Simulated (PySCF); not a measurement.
CH₃FO₃Si, SMILES O[Si@@H](F)OC=O. Heavy atoms are numbered as in [O:1]=[CH:2][O:3][Si@@H:4]([OH:5])[F:6]. Hydrogens are named by the atom that carries them.

Coordinates come from a ωB97X-D3(BJ)/def2-SVP optimisation. The structure was generated by enumeration; whether it is a known compound was not checked. The values are those of a single conformer.

All values below come from PBE/pcSseg-1 (PySCF).

GIAO shieldings, no solvent; atoms alike by connectivity are averaged. δ = σ(ref) − σ: ¹⁷O against H2O (σ = 334.3 ppm); ¹³C against TMS (σ = 182.0 ppm); ²⁹Si against TMS (σ = 335.4 ppm); ¹⁹F against CFCl3 (σ = 133.6 ppm); ¹H against TMS (σ = 31.49 ppm), references at their B3LYP-D3(BJ)/def2-TZVP geometries, non-relativistic.

```
nucleus      atoms  count  δ (ppm)
-------  ---------  -----  -------
¹⁷O             O1      1    459.5
¹⁷O             O3      1    266.0
¹⁷O        O5 (OH)      1     88.1
¹³C        C2 (CH)      1    166.2
²⁹Si     Si4 (SiH)      1    -46.7
¹⁹F             F6      1   -150.2
¹H         H on C2      1     8.22
¹H        H on Si4      1     4.91
¹H         H on O5      1     4.50
```
